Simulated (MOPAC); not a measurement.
MOPAC input (AM1):

```
AM1 1SCF CHARGE=1 GEO-OK AUX(PRECISION=9) THREADS=1
H3F2O2Si

O     0.97013400 1   -1.28921000 1   -0.00044800 1
Si    0.17822700 1    0.07248800 1    0.02477500 1
O    -1.45765800 1   -0.57902000 1   -0.21301500 1
F    -0.00093700 1    0.82202300 1    1.37225000 1
F     0.37819200 1    1.06820000 1   -1.14860500 1
H     1.89554200 1   -1.45433400 1   -0.21310200 1
H    -1.60694300 1   -1.50242300 1   -0.48589900 1
H    -2.27887900 1   -0.12423900 1    0.04704000 1
```

Output:

```
 *******************************************************************************
 **                                                                           **
 **                              MOPAC v23.2.5                                **
 **                                                                           **
 *******************************************************************************
 ** MOPAC's Digital Object Identifier: https://doi.org/10.5281/zenodo.6511958 **
 **                                                                           **
 ** Please cite the open-source release paper for use of this MOPAC version:  **
 ** J. E. Moussa and J. J. P. Stewart (2026)                                  **
 ** MOPAC: An open-source semiempirical molecular orbital program             **
 ** J. Open Source Softw., 11(119), 8025, https://doi.org/10.21105/joss.08025 **
 *******************************************************************************

                              AM1 CALCULATION RESULTS

 *******************************************************************************
 *  AM1        - The AM1 Hamiltonian to be used
 *  GEO-OK     - OVERRIDE INTERATOMIC DISTANCE AND OTHER SAFETY CHECKS
 *
 *
 *
 *                 CHARGE ON SYSTEM = +1
 *
 *
 *
 *  1SCF       - DO 1 SCF AND THEN STOP
 *  AUX        - OUTPUT AUXILIARY INFORMATION
 *******************************************************************************
AM1 1SCF CHARGE=1 GEO-OK AUX(PRECISION=9) THREADS=1
 H3F2O2Si

   ATOM   CHEMICAL          X               Y               Z
  NUMBER   SYMBOL      (ANGSTROMS)     (ANGSTROMS)     (ANGSTROMS)

     1       O          0.97013400  *  -1.28921000  *  -0.00044800  *
     2      Si          0.17822700  *   0.07248800  *   0.02477500  *
     3       O         -1.45765800  *  -0.57902000  *  -0.21301500  *
     4       F         -0.00093700  *   0.82202300  *   1.37225000  *
     5       F          0.37819200  *   1.06820000  *  -1.14860500  *
     6       H          1.89554200  *  -1.45433400  *  -0.21310200  *
     7       H         -1.60694300  *  -1.50242300  *  -0.48589900  *
     8       H         -2.27887900  *  -0.12423900  *   0.04704000  *

          CARTESIAN COORDINATES

    NO.       ATOM           X           Y           Z

     1         O          0.9701     -1.2892     -0.0004
     2        Si          0.1782      0.0725      0.0248
     3         O         -1.4577     -0.5790     -0.2130
     4         F         -0.0009      0.8220      1.3722
     5         F          0.3782      1.0682     -1.1486
     6         H          1.8955     -1.4543     -0.2131
     7         H         -1.6069     -1.5024     -0.4859
     8         H         -2.2789     -0.1242      0.0470

  H: (AM1): M.J.S. DEWAR ET AL, J. AM. CHEM. SOC. 107 3902-3909 (1985)
  O: (AM1): M.J.S. DEWAR ET AL, J. AM. CHEM. SOC. 107 3902-3909 (1985)
  F: (AM1): M.J.S. DEWAR AND E. G. ZOEBISCH, THEOCHEM, 180, 1 (1988).
 Si: (AM1): M.J.S.DEWAR, C. JIE, ORGANOMETALLICS, 6, 1486-1490 (1987).

           Empirical Formula: H3 O2 Si F2  =     8 atoms

      MOLECULAR POINT GROUP   :   C1

      RHF CALCULATION, NO. OF DOUBLY OCCUPIED LEVELS = 16

 -------------------------------------------------------------------------------
 AM1 1SCF CHARGE=1 GEO-OK AUX(PRECISION=9) THREADS=1
 H3F2O2Si

     1SCF WAS SPECIFIED, SO BFGS WAS NOT USED
     SCF FIELD WAS ACHIEVED

                              AM1 CALCULATION
                                                       MOPAC v23.2.5 Linux

          FINAL HEAT OF FORMATION =       -151.16525 KCAL/MOL =    -632.47539 KJ/MOL

          COSMO AREA              =        104.23 SQUARE ANGSTROMS
          COSMO VOLUME            =         90.44 CUBIC ANGSTROMS

          IONIZATION POTENTIAL    =         18.730639 EV
          HOMO LUMO ENERGIES (EV) =        -18.731 -5.657
          NO. OF FILLED LEVELS    =         16
          MOLECULAR WEIGHT        =        101.1048         POINT GROUP:  C1

          MOLECULAR DIMENSIONS (Angstroms)

            Atom       Atom       Distance
            H     8    H     6     4.38892
            H     7    F     4     3.30556
            F     5    F     4     2.24468

          SCF CALCULATIONS        =          1

   ATOM   CHEMICAL          X               Y               Z
  NUMBER   SYMBOL      (ANGSTROMS)     (ANGSTROMS)     (ANGSTROMS)

     1       O          0.97013400  *  -1.28921000  *  -0.00044800  *
     2      Si          0.17822700  *   0.07248800  *   0.02477500  *
     3       O         -1.45765800  *  -0.57902000  *  -0.21301500  *
     4       F         -0.00093700  *   0.82202300  *   1.37225000  *
     5       F          0.37819200  *   1.06820000  *  -1.14860500  *
     6       H          1.89554200  *  -1.45433400  *  -0.21310200  *
     7       H         -1.60694300  *  -1.50242300  *  -0.48589900  *
     8       H         -2.27887900  *  -0.12423900  *   0.04704000  *

                             CARTESIAN COORDINATES

   1    O        0.970134000    -1.289210000    -0.000448000
   2   Si        0.178227000     0.072488000     0.024775000
   3    O       -1.457658000    -0.579020000    -0.213015000
   4    F       -0.000937000     0.822023000     1.372250000
   5    F        0.378192000     1.068200000    -1.148605000
   6    H        1.895542000    -1.454334000    -0.213102000
   7    H       -1.606943000    -1.502423000    -0.485899000
   8    H       -2.278879000    -0.124239000     0.047040000

           Empirical Formula: H3 O2 Si F2  =     8 atoms

      MOLECULAR POINT GROUP   :   C1

                  EIGENVALUES
 -54.39905 -54.04188 -45.53986 -42.30345 -27.01042 -26.48569 -24.11743 -22.78842
 -21.88999 -21.14180 -20.79725 -20.29490 -19.82713 -19.77873 -18.82975 -18.73064
  -5.65686  -3.91804  -2.92601  -2.41938  -2.25296  -0.88286   0.69101

              NET ATOMIC CHARGES AND DIPOLE CONTRIBUTIONS

  ATOM NO.   TYPE          CHARGE      No. of ELECS.   s-Pop       p-Pop
    1          O          -0.741764        6.7418     1.80972     4.93204
    2         Si           2.008961        1.9910     0.62687     1.36417
    3          O          -0.487515        6.4875     1.74254     4.74498
    4          F          -0.431820        7.4318     1.87069     5.56113
    5          F          -0.436293        7.4363     1.87038     5.56591
    6          H           0.346662        0.6533     0.65334
    7          H           0.371834        0.6282     0.62817
    8          H           0.369936        0.6301     0.63006
 DIPOLE           X         Y         Z       TOTAL
 POINT-CHG.    -2.989    -2.856    -0.880     4.227
 HYBRID        -0.138    -0.212    -0.104     0.274
 SUM           -3.128    -3.068    -0.984     4.491

          ATOMIC ORBITAL ELECTRON POPULATIONS

     Atom    s        px        py        pz
    1  O   1.80972   1.39547   1.64772   1.88885
    2 Si   0.62687   0.49727   0.43211   0.43479
    3  O   1.74254   1.43552   1.40929   1.90017
    4  F   1.87069   1.89799   1.87645   1.78669
    5  F   1.87038   1.89552   1.84641   1.82397
    6  H   0.65334
    7  H   0.62817
    8  H   0.63006

 **********************
 *                    *
 * JOB ENDED NORMALLY *
 *                    *
 **********************

 == MOPAC DONE ==
```

The dipole moment of an ion depends on the origin.

The geometry given is a B3LYP-D3(BJ)/def2-TZVP minimum.
